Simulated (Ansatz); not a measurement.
Total energies of F2HO2Si, SMILES `[O][Si](O)(F)F` radical.

```xyz
6

O     1.165   -0.514    1.147
Si    0.317   -0.057   -0.192
O    -1.247   -0.178    0.168
F     0.582   -0.977   -1.434
F     0.788    1.392   -0.585
H    -1.604    0.334    0.896
```

Charge 0, multiplicity 2. All single points use the PBE0-D4/def2-TZVP geometry. It is one conformer, not always the lowest. Basis def2-TZVPP, Ansatz 0.2.0.

RPA on PBE orbitals: Hartree–Fock energy of these orbitals -638.41076 Eh, correlation -1.58524 Eh (frozen core).

```csv
functional,energy without D4 (Eh),D4 term (kJ/mol)
LDA (SPW92),-637.05998,–
PBE,-640.05741,-11.0
revPBE,-640.36415,-36.1
BLYP,-640.52314,-25.1
r2SCAN,-640.38433,-2.5
B97M-V,-640.36672,–
PBE0,-640.08425,-9.1
B3LYP,-640.57453,-17.9
r2SCANh,-640.36310,-2.6
r2SCAN0,-640.33300,-2.9
HSE06 (plane-wave form),-640.06364,-8.4
BHLYP,-640.42708,-13.1
CAM-B3LYP,-640.48091,-9.1
LC-ωPBE,-640.26521,–
ωB97X-V,-640.38768,–
ωB97M-V,-640.45733,–
B2PLYP,-640.24581,–
PBE-QIDH,-639.96218,–
```

B3LYP takes the VWN-RPA correlation (the form of Gaussian; ORCA's B3LYP/G). HSE06 is the plane-wave form, built on full-range PBE exchange. The double hybrids freeze the cores in their second-order part.

LC-ωPBE has ω = 0.4 bohr⁻¹.
